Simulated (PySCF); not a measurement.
Compound: CH6ClGeN.
Atom-mapped SMILES: `[CH3:1][NH:2][GeH2:3][Cl:4]` (hydrogens: H5, H6, H7 on C1; H8 on N2; H9, H10 on Ge3)

Computed with MP2 and CCSD/aug-cc-pVDZ in PySCF, restricted Hartree–Fock reference, frozen core, non-relativistic, gas phase, PBE0-D3(BJ)/def2-SVP geometry.

E(HF) = -2630.71117 Eh.

Q: How large is the problem?

A: 163 basis functions and 68 electrons; 16 orbitals frozen, which leaves o = 18 correlated occupied and v = 129 virtual orbitals. That is o·v = 2322 singles and o·v(o·v + 1)/2 = 2697003 distinct closed-shell doubles amplitudes before symmetry; the costliest CCSD step grows as o²v⁴ = 9.0 × 10^10.

Q: What are the MP2 and CCSD correlation energies?

A: MP2 -0.6070 Eh and CCSD -0.6570 Eh, which gives totals of -2631.31816 and -2631.36813 Eh. That is 0.497 eV for each correlated electron at CCSD (1725 kJ/mol in all, 0.025 % of the total energy); MP2 gives 92.4 % of the CCSD value.

Q: What is the T1 diagnostic?

A: 0.0099, below the customary warning level of 0.02. It is the norm of the spatial-orbital singles amplitudes over the root of the number of correlated electrons, so the norm is 0.059.

Q: How does correlation change the dipole moment?

A: HF gives 2.16 D and CCSD (unrelaxed density) 2.11 D, a change of -0.05 D.

Connected triples and the basis-set limit are missing.

The job also held the EOM ionisation roots. Hardware: one thread, Arm Neoverse V1 (aarch64), no GPU, shared host with 32 logical CPUs at a one-minute load of 10. Cost: 7.9 min, 2.9 GiB resident at most.

Shape of the structure used: `[CH3:1][NH:2][GeH2:3][Cl:4]`: C1–N2–Ge3–Cl4 -67°.

One conformer stands for the species.
